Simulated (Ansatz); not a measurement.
A run for Ansatz (a first-principles code): R-PBE0/def2-TZVPPD on CH5NO (a complex), monomers drawn apart or pushed together. Files ending in .json are basis or fitting sets from the Basis Set Exchange.

Ansatz 0.2 input:
```yaml
crystal:
  periodic: [false, false, false]
  atoms:
    - {symbol: H, position_ang: [-0.31464169, -0.21504588, 0.47386967]}
    - {symbol: H, position_ang: [0.00558872, -0.00639791, -0.16753557]}
    - {symbol: N, position_ang: [0.95911379, 0.68298091, 3.04528787]}
    - {symbol: C, position_ang: [-0.11553749, -0.02997567, 3.46154950]}
    - {symbol: O, position_ang: [-0.90695274, -0.58268393, 2.73125618]}
    - {symbol: H, position_ang: [1.13912905, 0.77922482, 2.05898410]}
    - {symbol: H, position_ang: [1.58007736, 1.11983619, 3.70286596]}
    - {symbol: H, position_ang: [-0.20171059, -0.05883535, 4.56309816]}
basis:
  gaussian:
    orbitals: def2-TZVPPD.json
hamiltonian:
  xc: {name: PBE0}
scf: {lower_state_search: off}
```

Output:

```
WARN ansatz: RAYON_NUM_THREADS=1 ignored (pool sized by the plan → 1); use --threads N
Functional definition: PBE0
these checks for a lower state are left out or cut short: stability, starts, cluster_reference, orbital_swaps, neighbouring_geometries, increment
integrals: 0.07 GiB planned
832 factors; their error is unknown
mean field: 0.80 GiB planned
mean field evaluation 1: about -4645.8865 eV, gradient 5.8e1 eV
mean field evaluation 2: about -4638.0713 eV, gradient 8.6e1 eV
mean field evaluation 4: about -4651.7173 eV, gradient 5.5e0 eV
mean field evaluation 8: about -4651.7822 eV, gradient 3.7e-1 eV
mean field evaluation 16: about -4651.7823 eV, gradient 3.2e-6 eV
mean field -4651.78233478 eV, -170.9498477118 hartree, gradient 3.2e-6 eV, S^2 0.000000; 0 other end points of the search recorded, 0 dependent functions left out
reference -4651.78236860 eV, -170.9498489548 hartree; 13, 13 occupied and 186, 186 virtual orbitals, 832 factors
Total energy: -4651.78236860 eV, -170.9498489548 hartree
Checks for a lower state left out: stability, starts, cluster_reference, orbital_swaps, neighbouring_geometries, increment
```

The calculation finished and met its thresholds.

Cost: around 1.9 core-seconds (rough).
